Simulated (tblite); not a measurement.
C5H10FO (doublet state).
Numbering: `[CH3:1][CH2:2][CH2:3][C@H:4]([O:5])[CH2:6][F:7]` (hydrogens: H8, H9, H10 on C1; H11, H12 on C2; H13, H14 on C3; H15 on C4; H16, H17 on C6)

A start from a force field or distance geometry was refined with GFN2-xTB geometry optimisation, gas phase in tblite. Values at the start:

```
 coordinate    start
      C1–C2  1.541 Å
      C1–H8  1.108 Å
      C2–C3  1.489 Å
     C2–H11  1.112 Å
     C2–H12  1.093 Å
      C3–C4  1.494 Å
     C3–H13  1.122 Å
     C3–H14  1.123 Å
      C4–O5  1.403 Å
      C4–C6  1.492 Å
     C4–H15  1.126 Å
      C6–F7  1.389 Å
     C6–H16  1.088 Å
     C6–H17  1.123 Å
   C1–C2–C3   111.2°
   C2–C3–C4   116.2°
   C3–C4–O5   108.2°
   C3–C4–C6   116.3°
   C4–C6–F7   107.3°
   O5–C4–C6   106.5°
C1–C2–C3–C4      62°
C2–C3–C4–O5     180°
C3–C4–C6–F7    -179°
```

**Question.** How do these coordinates change at the GFN2-xTB level?

**Answer.** 
| coordinate | GFN2-xTB (Å or °) | change |
| --- | --- | --- |
| C4–O5 | 1.303 | -0.100 |
| C3–C4 | 1.582 | +0.088 |
| C4–C6 | 1.544 | +0.052 |
| C3–H13 | 1.091 | -0.031 |
| C3–H14 | 1.092 | -0.031 |
| C2–C3 | 1.518 | +0.029 |
| C6–H17 | 1.094 | -0.029 |
| C1–C2 | 1.521 | -0.020 |
| C2–H11 | 1.094 | -0.018 |
| C1–H8 | 1.090 | -0.018 |
| C6–F7 | 1.374 | -0.015 |
| C6–H16 | 1.094 | +0.006 |
| C4–H15 | 1.122 | -0.004 |
| C2–H12 | 1.090 | -0.003 |
| O5–C4–C6 | 113.8 | +7.3 |
| C4–C6–F7 | 111.6 | +4.3 |
| C3–C4–O5 | 111.4 | +3.2 |
| C3–C4–C6 | 113.2 | -3.1 |
| C1–C2–C3 | 112.9 | +1.7 |
| C2–C3–C4 | 114.5 | -1.7 |
| C3–C4–C6–F7 | -75 | +104 |
| C2–C3–C4–O5 | -165 | +15 |
| C1–C2–C3–C4 | 68 | +6 |

The energy falls by 0.677 eV over 117 L-BFGS steps, the largest force on an atom goes from 3.53 to 0.008 eV/Å, and the atoms move by 0.798 Å rms after alignment. The bond that changes most is C4–O5 (ends: carbon bonded to 2 C, O and H; oxygen bonded to C), which shortens by 0.100 Å. Bonds longer at the end by more than 0.005 Å: 4 of 16; shorter: 10. Among the dihedrals that turn most is C3–C4–C6–H17, from -66° to 45°. Rotational constants go from 4156, 1528, 1300 to 3012, 2009, 1430 MHz.

Its GFN2-xTB frequencies are all real (lowest 35 cm⁻¹). 3 starts were optimised and ended at 0.00, 0.32 and 4.66 kcal/mol (GFN2-xTB); the lowest of these is shown.

One conformer stands for the species.

The numbers are calculated, not measured.
